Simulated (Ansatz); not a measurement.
Abridged output of a molecular run in Ansatz:

```
Functional definition: HF
1417 factors; integrals over basis functions are off by at most 1.0e-3 eV
mean field evaluation 1: about -14528.4373 eV, gradient 5.1e1 eV
mean field evaluation 2: about -14528.7781 eV, gradient 5.1e1 eV
mean field evaluation 4: about -14533.7015 eV, gradient 3.7e0 eV
mean field evaluation 8: about -14533.7622 eV, gradient 2.5e-1 eV
mean field -14533.76238056 eV, -534.1059161478 hartree, gradient 2.8e-6 eV, S^2 0.000000; 0 other end points of the search recorded, 0 dependent functions left out
9 core orbitals not correlated: weight in the atoms' cores, before any rotation towards them, 1.000 or more for the frozen orbitals, at most 0.000 for the correlated occupied ones
reference -14533.76238056 eV, -534.1059161478 hartree; 15, 15 occupied and 212, 212 virtual orbitals, 1417 factors
second order -26.11631988 eV of doubles, -0.00000000 eV of singles
cycle   1  -26.05474670 eV  change    6.2e-2 eV  update   1.1e-1
cycle   2  -26.66230619 eV  change   -6.1e-1 eV  update   3.0e-2
cycle   3  -26.79600814 eV  change   -1.3e-1 eV  update   1.5e-2
cycle   4  -26.77930779 eV  change    1.7e-2 eV  update   3.5e-3
cycle   5  -26.77926760 eV  change    4.0e-5 eV  update   1.8e-3
cycle   6  -26.78034352 eV  change   -1.1e-3 eV  update   5.3e-4
cycle   7  -26.77997685 eV  change    3.7e-4 eV  update   2.1e-4
cycle   8  -26.77988078 eV  change    9.6e-5 eV  update   5.4e-5
cycle   9  -26.77989046 eV  change   -9.7e-6 eV  update   2.2e-5
perturbative correction -1.03827681 eV, -0.0381559689 hartree
Total energy: -14561.58054783 eV, -535.1282149389 hartree
```

Its atoms:

Z-matrix (Å, degrees):
```
Si
O 1 1.670
C 1 2.163 2 41.2
N 1 1.680 2 118.3 3 -120.4
O 1 1.670 2 82.3 3 -2.5
H 1 1.478 2 115.8 3 112.6
H 3 1.095 1 126.9 2 -88.1
H 3 1.095 1 122.2 2 91.9
H 4 1.006 1 124.6 2 48.4
H 4 1.005 1 122.1 2 -131.4
```

(1) Which basis set was used?
A. cc-pV(Q+d)Z
B. cc-pV(D+d)Z
C. def2-TZVPP
D. def2-TZVPPD

(2) Write the keys of the input that set method, charge and spin (a neutral closed shell needs none for the last two).

## Answers

(1) C. It gives 236 functions.

(2) 
```yaml
correlation: {method: ccsd_t}
```
